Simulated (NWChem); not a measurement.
C4H4OS; SMILES Sc1ccco1

```xyz
10

S      0.1886    -1.9399    -0.3768
C      0.0157    -0.2086    -0.1391
C     -1.0895     0.5774     0.0333
C     -0.6258     1.9311     0.0647
C      0.7265     1.8679    -0.0894
O      1.1377     0.5785    -0.2255
H      0.7420    -2.2469     0.8213
H     -2.1062     0.2248     0.1319
H     -1.2195     2.8258     0.1908
H      1.5083     2.6120    -0.1195
```
Atoms are numbered in this order, from 1.

Results from NWChem. Pople sets run with spherical d functions. STO-3G and 3-21G are far too small for this property and stand as cheap habits. Geometry: optimised at B3LYP/6-31G* (spherical d). Field at 589 nm.

```csv
level,isotropic polarisability (bohr³),anisotropy (bohr³)
B3LYP/STO-3G,31.4,34.9
B3LYP/6-31G*,[?],[?]
B3LYP/def2-SVP,58.4,44.2
```

Task: Some entries are withheld; supply them.

Result: 
- B3LYP/6-31G*, isotropic polarisability (bohr³): 57.3
- B3LYP/6-31G*, anisotropy (bohr³): 47.7
